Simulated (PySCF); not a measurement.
Job file and geometry (Å, from GFN2-xTB) of a spin–spin coupling run on `InChI=1S/C3H9FGeO/c4-3(1-5)2-6/h3,6H,1-2H2,5H3/t3-/m1/s1`, B3LYP/pcJ-1 Ge:pcSseg-1 indirect spin-spin coupling, non-relativistic, gas phase in PySCF 2.14.0, density-fitted response routines; density fitting, a coarse starting grid and PySCF grid level 2 are the driver's defaults:

```
$ OMP_NUM_THREADS=1 python probes_run.py task.json out

{"job": {"kind": "j", "xc": "B3LYP", "basis": "pcJ-1"}, "charge": 0, "multiplicity": 1}
O      1.407734     1.428110     1.052096
C      1.390694     0.773310    -0.183687
C      0.952374    -0.693794    -0.087551
F      0.892893    -1.176264    -1.386628
C     -0.419175    -0.883364     0.532367
Ge    -1.838164    -0.008130    -0.532375
H      0.500772     1.555341     1.354748
H      0.725268     1.276648    -0.902429
H      2.411905     0.817168    -0.570223
H      1.714700    -1.291193     0.429407
H     -0.630858    -1.953807     0.566449
H     -0.407888    -0.529910     1.563655
H     -1.856980     1.474227    -0.295394
H     -3.167847    -0.527258    -0.089905
H     -1.679841    -0.253095    -1.989406
```

**Question.** What does the program print?

**Answer.** 
```
coarse grid: 55688 points
cycle   1  E = -2371.4809722801  dE = -1.462e-01  |g| = 1.196e+00  |ddm| = 3.080e+00
cycle   2  E = -2371.3298001357  dE =  1.512e-01  |g| = 1.513e+00  |ddm| = 1.632e+00
cycle   3  E = -2371.6259760087  dE = -2.962e-01  |g| = 1.915e-01  |ddm| = 1.126e+00
cycle   4  E = -2371.6310881070  dE = -5.112e-03  |g| = 7.397e-02  |ddm| = 1.412e-01
cycle   5  E = -2371.6317778242  dE = -6.897e-04  |g| = 9.174e-03  |ddm| = 4.964e-02
cycle   6  E = -2371.6317940218  dE = -1.620e-05  |g| = 3.271e-03  |ddm| = 1.030e-02
cycle   7  E = -2371.6317964809  dE = -2.459e-06  |g| = 6.505e-04  |ddm| = 3.000e-03
final grid: 117824 points
cycle   8  E = -2371.6317840687  dE = -3.192e-09  |g| = 8.987e-04  |ddm| = 2.138e-03
cycle   9  E = -2371.6317838872  dE =  1.814e-07  |g| = 1.310e-03  |ddm| = 1.587e-03
cycle  10  E = -2371.6317842364  dE = -3.492e-07  |g| = 8.991e-05  |ddm| = 9.452e-04
cycle  11  E = -2371.6317842379  dE = -1.410e-09  |g| = 1.844e-05  |ddm| = 7.605e-05
cycle  12  E = -2371.6317842379  dE = -3.547e-11  |g| = 3.130e-06  |ddm| = 1.368e-05
converged SCF energy = -2371.6317842379

Indirect spin-spin couplings (Hz)
  i      j    bonds     total        FC       PSO       DSO        SD
  0 O    1 C    1     20.793    21.587    -0.676    -0.117         -
  0 O    2 C    2     -0.854    -1.496     0.666    -0.024         -
  0 O    3 F    3      5.407     4.752     2.693     0.171    -2.208
  0 O    4 C    3     -0.070    -0.085     0.038    -0.023         -
  0 O    6 H    1    -71.510   -58.857   -12.254    -0.398         -
  0 O    7 H    2     -2.476    -1.933    -0.664     0.120         -
  0 O    8 H    2    -14.783   -14.074    -0.784     0.075         -
  0 O    9 H    3      0.189     0.174     0.008     0.007         -
  0 O   10 H    4     -0.463    -0.421    -0.201     0.159         -
  0 O   11 H    4     -0.521    -0.412     0.059    -0.168         -
  0 O   12 H    5     -0.218    -0.069    -0.037    -0.112         -
  1 C    2 C    1     42.511    42.909    -0.734     0.336         -
  1 C    3 F    2     27.513    32.172    -4.343     0.186    -0.503
  1 C    4 C    2      1.347     1.389    -0.123     0.081         -
  1 C    6 H    2     -2.680    -2.876     0.618    -0.421         -
  1 C    7 H    1    143.252   142.044    -0.061     1.269         -
  1 C    8 H    1    153.489   152.486    -0.115     1.118         -
  1 C    9 H    2      0.217     0.239    -0.091     0.068         -
  1 C   10 H    3      8.057     8.053     0.342    -0.338         -
  1 C   11 H    3      0.292     0.235    -0.075     0.133         -
  1 C   12 H    4      0.677     0.565    -0.159     0.270         -
  1 C   13 H    4      1.230     1.688     0.181    -0.639         -
  2 C    3 F    1   -214.808  -266.571    27.227     1.026    23.510
  2 C    4 C    1     38.732    39.622    -1.250     0.360         -
  2 C    6 H    3     -0.651    -0.640    -0.137     0.125         -
  2 C    7 H    2     -2.615    -2.756    -0.106     0.246         -
  2 C    8 H    2     -3.571    -3.536    -0.170     0.135         -
  2 C    9 H    1    160.757   160.099    -0.717     1.375         -
  2 C   10 H    2     -6.243    -6.232    -0.238     0.227         -
  2 C   11 H    2      0.815     0.611    -0.051     0.255         -
  2 C   12 H    3     -0.687    -0.489    -0.023    -0.175         -
  2 C   13 H    3      4.032     4.506     0.213    -0.687         -
  2 C   14 H    3      0.668     0.694    -0.007    -0.019         -
  3 F    4 C    2     28.406    30.501    -2.659     0.222     0.342
  3 F    6 H    4     -2.034    -1.025     0.449    -1.211    -0.246
  3 F    7 H    3      6.563     6.108     0.285     0.804    -0.634
  3 F    8 H    3      0.150    -0.575     1.109     0.159    -0.543
  3 F    9 H    2     57.279    52.223     9.155    -0.529    -3.569
  3 F   10 H    3      5.511     4.159     1.339     0.429    -0.416
  3 F   11 H    3     49.868    50.948     0.811    -1.708    -0.183
  3 F   12 H    4      1.192     2.054     0.778    -1.491    -0.148
  3 F   13 H    4      4.873     6.652     0.593    -2.297    -0.075
  3 F   14 H    4      7.788     7.238    -1.492     1.861     0.181
  4 C    7 H    3      3.839     3.677    -0.029     0.191         -
  4 C    8 H    3      7.162     7.105     0.383    -0.327         -
  4 C    9 H    2      2.270     2.186    -0.023     0.107         -
  4 C   10 H    1    137.960   135.567     1.079     1.315         -
  4 C   11 H    1    133.293   130.784     1.190     1.319         -
  4 C   12 H    2      6.040     6.548     0.051    -0.559         -
  4 C   13 H    2      7.865     8.345     0.030    -0.510         -
  4 C   14 H    2      3.817     4.341     0.095    -0.619         -
  6 H    7 H    3      4.279     4.020     0.128     0.131         -
  6 H    8 H    3     17.248    17.147     4.364    -4.264         -
  6 H   11 H    5      0.286    -0.429    -2.949     3.665         -
  6 H   12 H    6      1.089    -0.111    -1.933     3.134         -
  6 H   13 H    6     -1.147     0.005    -0.042    -1.110         -
  6 H   14 H    6     -1.176    -0.068     0.262    -1.370         -
  7 H    8 H    2    -12.007   -12.414     1.844    -1.436         -
  7 H    9 H    3     10.654    10.525     2.514    -2.385         -
  7 H   10 H    4     -0.562    -0.490     1.487    -1.559         -
  7 H   12 H    5      1.409     0.254    -1.726     2.880         -
  7 H   13 H    5     -2.394     0.108     0.669    -3.171         -
  7 H   14 H    5      0.471     0.078    -1.122     1.515         -
  8 H    9 H    3      5.849     5.692    -0.204     0.362         -
  8 H   10 H    4      1.482     1.445     1.698    -1.662         -
  8 H   11 H    4     -0.427    -0.485     1.462    -1.403         -
  8 H   12 H    5      0.238     0.109     0.809    -0.681         -
  8 H   13 H    5     -1.275    -0.123     1.116    -2.268         -
  9 H   10 H    3      6.054     5.708    -0.133     0.479         -
  9 H   11 H    3      1.937     1.604     0.131     0.202         -
  9 H   14 H    4     -0.407    -0.143     1.293    -1.557         -
 10 H   11 H    2    -15.145   -16.299     2.207    -1.054         -
 10 H   12 H    3      8.479    10.864     1.548    -3.933         -
 10 H   13 H    3      1.805     2.031    -0.114    -0.112         -
 10 H   14 H    3     -1.421    -0.429     0.435    -1.427         -
 11 H   12 H    3      1.397     1.766    -0.025    -0.343         -
 11 H   13 H    3     -1.118    -0.393     0.341    -1.067         -
 11 H   14 H    3      7.742    10.107     1.604    -3.968         -
 12 H   13 H    2      2.937     6.076     1.038    -4.177         -
 12 H   14 H    2      6.513     9.975     1.043    -4.505         -
 13 H   14 H    2      5.989     9.581     1.168    -4.760         -
```

Size and cost of the density-fitted run: 266 basis functions, 2.1 min wall time on 1 thread of an Arm Neoverse N1, shared host; peak memory 1.1 GiB.
